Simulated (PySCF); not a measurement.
Spin states of SnO

Unrestricted PBE0; basis Sn aug-cc-pVDZ-PP with ECP28, O aug-cc-pVDZ; scalar-relativistic core potentials; PySCF 2.14. Outer shells of the fragments: Sn 4d10 5s2 5p2; O 2s2 2p4.

Followed along the bond (rough minima from three points):

| 2Ms+1 | unpaired | ⟨S²⟩ at the start | R at minimum (Å) | Te (eV) |
| --- | --- | --- | --- | --- |
| 1 | none | 0.00 | 1.85 | 0.00 |
| 3 | π ↑↑ | 2.01 | none in the scan | ≤ 2.17 |
| 5 | σ ↑, π ↑↑↑ | 6.01 | none in the scan | ≤ 5.25 |

Solutions found at the starting distance of 1.950 Å, counted from the lowest of them; the search is not exhaustive and high or unbound solutions are not listed, so other states can lie among these:

| 2Ms+1 | unpaired | term | E (eV) | ⟨S²⟩ | ⟨Lz²⟩ | μ (D) |
| --- | --- | --- | --- | --- | --- | --- |
| 1 | none | ¹Σ⁺ | 0.00 | 0.00 | 0.00 | -4.99 |
| 3 | π ↑↑ | mixed | 2.11 | 2.01 | 2.01 | -1.76 |
| 3 | π ↑↑ | mixed | 2.36 | 2.01 | 2.01 | -1.78 |
| 1 | π ↑↓ | mixed | 2.42 | 1.01 | 2.01 | -1.80 |
| 3 | σ ↑, π ↑ | ³Π | 2.60 | 2.01 | 1.01 | -3.32 |
| 1 | σ ↓, π ↑ | mixed | 2.79 | 1.02 | 1.01 | -3.15 |
| 3 | σ ↑, π ↑ | ³Π | 4.83 | 2.01 | 1.02 | -1.19 |
| 1 | σ ↓, π ↑ | mixed | 4.98 | 1.01 | 1.01 | -1.15 |
| 3 | σ ↑↑ | ³Σ⁺ | 5.02 | 2.01 | 0.00 | -1.57 |
| 5 | σ ↑, π ↑↑↑ | ⁵Π | 5.38 | 6.01 | 1.01 | -0.65 |
| 1 | σ ↓, π ↑↑↓ | mixed | 6.51 | 2.01 | 3.02 | -0.45 |
| 5 | π ↑↑↑↑ | ⁵Σ⁺ | 6.82 | 6.01 | 0.00 | 2.78 |
| 5 | σ ↑↑, π ↑↑ | mixed | 7.64 | 6.01 | 2.01 | 0.13 |
| 5 | σ ↑↑, π ↑↑ | mixed | 7.85 | 6.01 | 2.01 | 0.18 |

A term symbol is given only where ⟨S²⟩ and ⟨Lz²⟩ are close to those of a pure state; real π, δ and φ orbitals otherwise mix terms. A positive dipole means Sn(−)O(+).

Spin–orbit coupling is left out. Counting both spins, an empty level lies below a filled one in some of these solutions, because spin and occupation are held.
